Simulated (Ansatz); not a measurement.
Cartesian coordinates in Å:
```
C 0.372 1.529 -1.252
Si 0.571 0.550 0.322
F -0.328 1.263 1.470
B -0.042 -1.363 0.199
N -1.061 -1.780 1.039
H 0.673 2.569 -1.109
H 0.999 1.100 -2.039
H -0.663 1.514 -1.601
H 1.988 0.663 0.780
H 0.423 -2.163 -0.565
H -1.500 -1.168 1.709
H -1.431 -2.716 1.047
```

Total charge 0; spin multiplicity 1.

(1) List the r2SCAN/def2-TZVPP orbital energies in eV (the Gaussian-basis code of Ansatz). (An estimate is asked.)

Results:

(1) Computed: Occupied: -1791.03, -665.46, -385.72, -272.55, -179.93, -141.40, -96.34, -96.24, -96.20, -30.51, -23.04, -18.13, -13.94, -13.36, -12.75, -10.91, -10.62, -10.38, -9.98, -9.85, -9.24, -8.00, -7.60, -6.63. Lowest empty: -1.25, 0.07, 1.53, 1.76, 2.27, 2.32, 2.78, 3.12.
